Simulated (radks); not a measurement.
Values are calculated unless marked as measured or tabulated.
Valence configurations of Tm (all share [Xe]). Level of theory: scalar-relativistic Kohn-Sham, PBE, spin-polarised, spherical densities, finite nucleus; open shells are filled with parallel spins first (spin-orbit coupling, left out, can overturn this in heavy ions); Fermi nuclear charge, rms radius 5.2256 fm (a radial shooting solver on a logarithmic mesh with Libxc functionals). Energies are relative to 4f13 6s2; eigenvalues in eV for spin up.

valence	E (eV)	moment (Bohr magnetons)	e(4f)	e(5d)	e(6p)	e(6s)
4f13 6s2	0.000	1	-3.471	-	-	-3.887
4f13 6p2	5.409	3	-6.224	-	-2.630	-
4f11 5d2 6s2	12.975	5	-17.596	-3.512	-	-5.138
4f12 6s2 6p1	5.369	3	-13.463	-	-2.416	-6.039
4f13 5d0.5 6s1.5	1.408	2	-3.186	-0.922	-	-4.070
4f12 5d0.5 6s1.5 6p1	5.985	4	-12.450	-3.777	-2.366	-5.919
4f12 5d1 6s2	4.123	3	-10.271	-2.223	-	-4.681
4f13.5 5d1 6s0.5	4.104	2	-0.537	-0.724	-	-3.972
4f13.5 6s0.5 6p1	3.460	2	-1.608	-	-1.844	-4.508

NIST lists [Xe] 4f13 6s2 as the ground configuration; this level of theory agrees among the configurations tried. The energies are those of spherical high-spin densities, not of single terms. No valid solution was reached for [Xe] 4f13.5 6s1.5.
